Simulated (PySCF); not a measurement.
C₄H₄OSe, SMILES C=C1C[Se]C1=O.

The structure is a stationary point at PBE0-D3(BJ)/def2-SVP. The structure was generated by enumeration, and PubChem lists no compound with its InChIKey, so it may never have been made.

All values below come from PBE/def2-TZVP (PySCF).

The molecule is in vacuum.

Q: Estimate the frontier levels, gap, dipole moment and polarisability. (The exact figures need the calculation; the answer reports its results.)

A: 
```json
{
  "highest_occupied_level": "-5.99 eV",
  "lowest_empty_level": "-2.94 eV",
  "orbital_gap": "3.04 eV",
  "dipole_moment": "3.35 D",
  "quadrupole, principal values (traceless, Buckingham form, about the centre of nuclear charge)": "-4.96, -2.04, 7.00 D·Å",
  "mean_static_polarisability": "78.4 bohr³ (11.61 Å³)",
  "polarisability_principal_values": "47.3, 77.8, 110.0 bohr³"
}
```
